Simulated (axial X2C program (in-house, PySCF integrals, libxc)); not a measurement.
Potential curves of AsS⁻, two-component

Calculated with an axial X2C code built on PySCF integrals. Two-component (2c) means X2C with spin–orbit coupling and atomic mean-field two-electron Coulomb and Gaunt terms. Basis: As dyall-acv3z [10s10p7d5f1g], S dyall-av3z [9s8p3d2f] (cores contracted in-house); Gaussian nuclei, density fitting, unrestricted open shells. Masses: As 74.922 u, S 31.972 u.

State: Ω = 1 (⟨Sz⟩ = 1.00, ⟨Lz⟩ = 0.00 at HF). Energies in cm⁻¹ from the fragments at the same level (As + S-). Fits are polynomials in 1 − R0/R over 0.85 to 1.23 times the lowest point R0.

```tsv
R (Å)	HF	CCSD(T)	LDA
1.8470	-5069		-28385
1.9319	-10419	-22096	-33270
1.9956	-12690	-24555	-35334
2.0593	-13849	-25913	-36380
2.1230	-14161	-26427	-36649
2.1973	-13736	-26232	-36233
2.2716	-12706	-25414	-35247
2.3671	-10829	-23735	-33417
2.4839	-8238		-30670
2.6538	-5379		-26269
```

Correlated methods: 12 electrons correlated (number of frozen shells: As 3 s, 2 p, 1 d; S 2 s, 1 p), 262 virtual spin orbitals or spinors in MP2, 90 natural virtuals in coupled cluster.

One determinant describes the state; a PBE0 search over occupations chose it and may have missed a lower one. Dissociation energies refer to the lowest single-determinant-based atoms at the same level and basis. Density functionals use the spin component along the axis (collinear). CCSD and (T) use frozen natural virtuals with an MP2 correction for the truncation; (T) itself is uncorrected, so its De runs slightly low. Other states lie close and PBE0, whose exact exchange favours high spin, may order them wrongly; the determinant shown need not be the ground state. The nearest other 2c determinant of the search, Ω = 0, lies 0.49 eV up at the distance of the search. The functionals have no current-density term, which raises determinants with orbital currents, atoms included. With several unpaired electrons one determinant need not be a pure state. Open-shell Ω = 0 determinants with evenly filled partner blocks cannot be reached by this program, so the Ω shown need not be the lowest component. This is the Ω = 1 component of a π² triplet; the 0⁺ component is not one determinant and can lie lowest. The highest occupied level of some functionals is positive through self-interaction error; at Hartree–Fock it is bound. The determinant is spin-polarised beyond a pure state at some levels (its spin-free form has ⟨S²⟩ too high), which makes Re and μ there less reliable. Hartree–Fock gets electron affinities wrong, so its lowest charge split need not be the true one. Coupled cluster ran on the points near the minimum only. MP2 and coupled cluster on one determinant become unreliable at the stretched end.

**Question.** What are Re, ωe and De at the HF level?

**Answer.** At HF, 2c: Re = 2.120 Å, ωe ≈ 488 cm⁻¹, De = 1.76 eV to As + S-; Be follows as 0.167 cm⁻¹.

**Question.** What are Re, ωe and De at the CCSD(T) level?

**Answer.** At CCSD(T), 2c: Re = 2.140 Å, ωe ≈ 467 cm⁻¹, De = 3.28 eV to As + S-; Be follows as 0.164 cm⁻¹.

**Question.** Fit the LDA curve near its minimum: give the equilibrium distance, the harmonic wavenumber and the well depth.

**Answer.** At LDA, 2c: Re = 2.117 Å, ωe ≈ 471 cm⁻¹, De = 4.54 eV to As + S-; Be follows as 0.168 cm⁻¹.
